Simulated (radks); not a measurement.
Species: neutral molybdenum. Configuration: [Kr] 4d5 5s1.

All-electron calculation, scalar-relativistic Kohn-Sham, BLYP, spin-polarised, spherical densities, point nucleus; open shells are filled with parallel spins first (spin-orbit coupling, left out, can overturn this in heavy ions). Program: a radial shooting solver on a logarithmic mesh with Libxc functionals.

Energy parts (eV):
| part | energy |
|---|---|
| total | -110186.839 |
| kinetic | 113618.595 |
| electron-nucleus | -265562.056 |
| Hartree | 45135.293 |
| exchange-correlation | -3378.671 |

Orbitals (lengths in bohr, moments of r in powers of bohr; r(90%) holds 90 % of the orbital's charge):
orbital  occ.  eigenvalue (eV)     <r^2>      <r>      <r^4>  r(90%)
1s up       1        -19825.58  0.001669  0.03517  7.206e-06  0.0630
1s down     1        -19825.57  0.001669  0.03517  7.206e-06  0.0630
2s up       1        -2799.477   0.02785   0.1537   0.001335   0.237
2s down     1        -2798.997   0.02785   0.1537   0.001335   0.237
2p up       3        -2502.844   0.02192   0.1339  0.0009568   0.218
2p down     3        -2502.481   0.02192   0.1339  0.0009565   0.218
3s up       1        -475.5335    0.2109   0.4291    0.06895   0.634
3s down     1        -475.2585    0.2109   0.4290    0.06886   0.634
3p up       3        -378.3925    0.2160   0.4308    0.07621   0.651
3p down     3        -378.0863    0.2159   0.4307    0.07603   0.651
3d up       5        -220.3071    0.2077   0.4155    0.08383   0.665
3d down     5        -219.8483    0.2074   0.4153    0.08335   0.664
4s up       1         -64.6360     1.397    1.109      2.972    1.62
4s down     1         -62.1172     1.382    1.103      2.919    1.61
4p up       3         -38.8558     1.769    1.241      5.043    1.85
4p down     3         -36.1227     1.755    1.235      4.998    1.84
4d up       5          -4.2564     4.894    1.975      55.88    3.27
5s up       1          -4.3972     14.00    3.488      326.4    5.24

The highest occupied level is 4d up at -4.256 eV. The density falls to 0.001 e/bohr^3 at r = 4.65 bohr.
